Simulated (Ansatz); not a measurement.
Reaction (substitution at a C–Al bond): `[CH3][AlH][CH2]F` + `CB(N)O` → `CNB(C)O` + `F[CH2][AlH2]`

Computed with Ansatz on PBE0-D4/def2-TZVP structures; ΔE is electronic, products minus reactants. CBS: MP2 limit from def2 TZ/QZ plus the TZ coupled-cluster correction, frozen cores. This one scheme is used for every species. DFT in def2-TZVPP. Each species was taken in one conformer, which may not be the lowest.

`[CH3][AlH][CH2]F`:

Z-matrix (Å, degrees):
```
C
Al 1 1.952
H 1 1.095 2 110.7
H 1 1.093 2 113.6 3 121.4
H 1 1.096 2 110.7 3 -117.3
C 2 1.984 1 118.7 3 -121.6
H 2 1.587 1 121.7 3 58.4
F 6 1.399 2 112.6 1 -179.9
H 6 1.099 2 111.7 1 -58.8
H 6 1.099 2 111.7 1 59.0
```

`CB(N)O`:

Cartesian coordinates in Å:
```
C 0.203 1.031 0.586
B 0.107 -0.341 -0.188
N -1.125 -0.909 -0.549
O 1.235 -1.049 -0.547
H 0.776 1.765 0.010
H -0.770 1.476 0.804
H 0.727 0.907 1.540
H -1.189 -1.782 -1.042
H -2.007 -0.482 -0.339
H 2.044 -0.616 -0.275
```

`CNB(C)O`:

```xyz
13

C    -0.349    1.788    0.712
N     0.352    0.582    0.358
B    -0.138   -0.571   -0.293
C     0.812   -1.790   -0.590
O    -1.448   -0.691   -0.697
H     0.073    2.670    0.219
H    -1.397    1.728    0.410
H    -0.342    1.966    1.793
H     1.324    0.582    0.618
H     0.417   -2.703   -0.133
H     0.859   -1.983   -1.666
H     1.834   -1.650   -0.230
H    -1.996    0.071   -0.502
```

`F[CH2][AlH2]`:

Z-matrix (Å, degrees):
```
C
Al 1 1.981
F 1 1.398 2 112.4
H 1 1.099 2 111.6 3 121.1
H 1 1.099 2 111.6 3 -121.1
H 2 1.589 1 117.1 3 -179.9
H 2 1.583 1 121.0 3 0.1
```

```json
{"level": "PBE-D4", "ΔE (eV)": "0.87"}
{"level": "B2PLYP", "ΔE (eV)": "0.89"}
{"level": "PBE", "ΔE (eV)": "0.89"}
{"level": "r2SCAN", "ΔE (eV)": "0.93"}
{"level": "MP2/def2-TZVPP", "ΔE (eV)": "0.91"}
{"level": "CCSD/def2-TZVPP", "ΔE (eV)": "0.86"}
{"level": "CCSD(T)/def2-TZVPP", "ΔE (eV)": "0.86"}
{"level": "MP2/def2-QZVPP", "ΔE (eV)": "0.93"}
```

**Question.** What does CCSD(T)/CBS give? (Best estimate.)

**Answer.** Ansatz gave: +0.89 eV. The listed levels differ from it by -0.02, 0.00, 0.00, 0.04, 0.02, -0.03, -0.03, 0.04 eV.

Largest T1 diagnostic among the species: 0.011.

In def2-TZVPP, CCSD(T) changes the Hartree–Fock value by +0.06 eV (the triples alone add +0.00 eV) and MP2 by +0.11 eV.
